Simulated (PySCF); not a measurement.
TiI3H, SMILES [I][TiH]([I])[I], multiplicity 1.

The structure is a stationary point at B3LYP-D3(BJ)/def2-SVP. The multiplicity is an assumed one; no other spin state was optimised. The structure was generated by enumeration; whether it is a known compound was not checked. The def2 effective core potentials stand for the cores of I; spin–orbit coupling is left out.

Two levels are set side by side: TDA-PBE/def2-SVPD (PySCF) and TDA-B3LYP/def2-SVPD (PySCF). Vertical, same geometry. The lowest singlet is HOMO→LUMO 97 % with PBE and HOMO→LUMO+1 95 % with the other functional; states are paired by order. Differences are taken from unrounded values.

| quantity | TDA-PBE |
|---|---|
| lowest singlet excitation (eV) | 2.46 |
| lowest triplet excitation (TDA) (eV) | 2.36 |

These are the TDA-PBE values. What does TDA-B3LYP give? (Estimate from the structure and the level; the computed values follow.)


```tsv
quantity	TDA-B3LYP	TDA-PBE minus TDA-B3LYP
lowest singlet excitation (eV)	2.85	-0.39
lowest triplet excitation (TDA) (eV)	2.74	-0.38
```

A lower first singlet is the usual sign of a functional without exact exchange. Differences between two approximate levels are no errors against the true value.

Rough cost on one machine, each run with all the roots and properties that it gave: TDA-B3LYP against TDA-PBE about 2 times.
